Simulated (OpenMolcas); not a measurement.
**Re III: effect of the active space**

```
Program             : OpenMolcas 26.06
Method              : MS-CASPT2 or its RAS form, IPEA 0.25 Eh, imaginary shift 0.1 Eh
Basis               : ANO-RCC-VDZP
Scalar Hamiltonian  : DKH2, point nucleus
Spin-orbit coupling : RASSI with atomic mean-field integrals over the reference wave functions, term energies averaged over their components
```

A. 5 electrons in 5 orbitals (5d); 2S+1 = 6 even, 1 root; 2S+1 = 4 even, 24 roots; 2S+1 = 2 even, 75 roots; closed shells correlated: 5s 5p; CASPT2 step roughly 15 core-seconds
B. 5 electrons in 6 orbitals (5d 6s); 2S+1 = 6 even, 6 roots; 2S+1 = 4 even, 84 roots (64 in the spin-orbit step); 2S+1 = 2 even, 184 roots (127 in the spin-orbit step); closed shells correlated: 5s 5p; CASPT2 step roughly 30 core-seconds
C. 5 electrons in 9 orbitals (RAS2 5d 6s; RAS3 6p, at most 2 electrons); 2S+1 = 6 even, 6 roots; 2S+1 = 4 even, 84 roots kept (CI in the orbitals of an earlier block); 2S+1 = 2 even, 83 roots kept (CI in the orbitals of an earlier block); 2S+1 = 6 odd, 36 roots (15 in the spin-orbit step); 2S+1 = 4 odd, 89 roots kept (CI in the orbitals of an earlier block, 31 in the spin-orbit step); 2S+1 = 2 odd, 81 roots kept (CI in the orbitals of an earlier block, 1 in the spin-orbit step); closed shells correlated: 5s 5p; CASPT2 step about 3 core-minutes

Energies in cm-1 above 5d5 6S 5/2, the measured ground level; measured values from the list in Brasseur, Gamrath and Quinet, At. Data Nucl. Data Tables 157, 101636 (2024).

```csv
Level,A,B,C,Measured
5d5 6S 5/2,0.0,0.0,0.0,0.0
5d5 4G 7/2 [58 %],20090,19100,19210,16890
5d5 4G 11/2,21040,20510,20710,18020
5d5 4G 9/2,21560,20930,21200,18346
5d5 4D 7/2 [59 %],24750,23430,23620,20453
5d5 4D 1/2 [63 %],27370,24270,24370,
5d5 2I 11/2 [72 %],30450,30270,30460,26170
5d5 2I 13/2,32950,33110,33390,28588
5d5 2S 1/2 [61 %],43860,39790,40430,
```

Deviations, from unrounded energies. A percentage is the sum of absolute deviations over the sum of measured energies, with the sign that they share, or ± where signs differ.

| Against measurement | Levels | A | B | C |
| --- | --- | --- | --- | --- |
| mean absolute deviation (cm-1) | 6 | 3700 | 3100 | 3400 |
| other terms of the ground configuration (%) | 6 | +17.4 | +14.7 | +15.7 |

B lies closest to measurement on these levels and A furthest from it. The largest miss of B in the table is 5d5 2I 13/2, by +4500 cm-1. The ranking rests on the paired levels alone, and a cruder setting can come out closer through cancelling errors.

The spin-orbit steps hold different terms of 5d5 (B lacks a 2D; C lacks a 2D, a 2G, 2P), which shifts levels as well.

Among A to C the level of the table that moves most is 5d5 2S 1/2 [61 %], by 4100 cm-1 (lowest in B, highest in A). Moves below CASPT2's spread within the term are not significant.

Term energies are means over components that CASPT2 splits; among the terms shown or strongly mixed into the levels shown the widest spread is 320 cm-1 (5d5 4G, B). Some terms miss by over 15 % even with CASPT2, which points to a basis or an active space too small for the shells correlated. Blocks of more than 70 roots (2S+1 = 2 even) ran without multistate coupling (holds for A; B). Configurations with an s electron lie low in 5d ions of this charge, fall among these levels and mix in, so low-spin terms can stand far too high, up to twice their true height, and weights are not those of the real levels (holds for A). Some levels mix across a computed gap that differs much from the measured one, so their mixing is not that of the real levels (holds for A). Some high roots are left out of the spin-orbit mixing, which shifts the levels that they would mix with (holds for B; C). Configurations are named by rounded mean occupations; where the s occupation lies near a half they are strongly mixed, a name can repeat and a true partner stay unpaired (holds for B; C). The CASPT2 spread within a term exceeds the gap to the next term for 5d5 4G and 5d5 4P, so the order of their levels is uncertain (holds for B). Blocks of more than 70 roots (2S+1 = 4 even, 2 even) ran without multistate coupling (holds for C). Terms from blocks run as CI alone lack orbitals of their own (holds for C). Measured partners are found by configuration, term and J. A level has none where our copy of the source lacks it or the pairing is in doubt (some pairs that miss far off the trend of their configuration count as doubtful), and it then counts in no deviation. Only configurations of the active space appear. The table leaves out levels that lie high or whose names do not pair safely across all columns.

A share in square brackets marks a mixed level and gives the weight of the term that names it, the lowest over the columns.
